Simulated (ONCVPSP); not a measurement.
**Configuration tests for iron (ONCV)**

* Element: Fe (Z = 26)
* Generator: ONCVPSP 4.0.1
* Type: optimised norm-conserving Vanderbilt (ONCV)
* Functional: LDA (Perdew-Wang 92)
* Relativity: scalar-relativistic
* Frozen core: [Ne]
* Valence charge: 16
* Reference configuration: 3s2 3p6 3d6 4s1 (charge +1)
* Partial waves: 3s+4s: rc 1.20 bohr, ncon 3, nbas 7, qcut 10.8 1/bohr, 2 projectors; 3p: rc 0.80 bohr, ncon 3, nbas 7, qcut 11.3 1/bohr, 1 projector; 3d: rc 0.80 bohr, ncon 3, nbas 6, qcut 13 1/bohr, local
* Local potential: the d channel
* Core correction: none

Energies are relative to the spin-unpolarised reference configuration 3s2 3p6 3d6 4s1; without spin polarisation the order of configurations can differ from experiment.

Problem. Give the all-electron excitation energy and the error of the potential for: 3s2 3p6 3d6 4s2; 3s2 3p6 3d6 4s0; 3s2 3p6 3d5 4s0; 3s2 3p6 3d5 4s2.

Solution.

| valence configuration | charge | ΔE all-electron (eV) | error AE − PS (meV) |
| --- | --- | --- | --- |
| 3s2 3p6 3d6 4s2 | 0 | -8.974 | +1.0 |
| 3s2 3p6 3d6 4s0 | +2 | 16.485 | -0.4 |
| 3s2 3p6 3d5 4s0 | +3 | 51.019 | -9.0 |
| 3s2 3p6 3d5 4s2 | +1 | 5.505 | +4.1 |

Levels in the configuration 3s2 3p6 3d6 4s2:

| level | all-electron (eV) | pseudo (eV) |
| --- | --- | --- |
| 3s | -93.515 | -93.521 |
| 3p | -59.930 | -59.928 |
| 3d | -7.753 | -7.752 |
| 4s | -5.482 | -5.482 |
